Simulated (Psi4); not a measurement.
Psi4 was given this input:
```
memory 2 GB

molecule {
0 3
Si   -0.67310000    1.76730000   -0.64830000
P     0.24000000   -0.23330000   -0.97070000
Si    1.93000000   -0.21970000    0.47290000
Si   -1.21900000   -1.58440000    0.02230000
H     0.29470000    2.75260000   -1.12500000
H    -0.98700000    2.02670000    0.76020000
H    -1.90120000    1.80100000   -1.43910000
H     2.88610000    0.77450000   -0.00870000
H     2.50540000   -1.56260000    0.45900000
H     1.50880000    0.12150000    1.83530000
H    -0.62950000   -2.92110000    0.01040000
H    -2.44460000   -1.53560000   -0.77150000
H    -1.51050000   -1.18700000    1.40320000
}

set {
  basis def2-sv(p)
  reference uks
}

energy('b3lyp')
print_variables()
```

Q: What does this run give for the nuclear repulsion energy, dipole moment, total energy, number of basis functions, <S^2>?

A: 
| Item | Result |
|---|---|
| nuclear repulsion energy | 347.5708 Eh |
| dipole moment | 0.79 D |
| total energy | -1214.7189 Eh |
| number of basis functions | 90 |
| <S^2> | 2.004 |

These values belong to the state on which the SCF converged, which isn't shown to be the lowest.
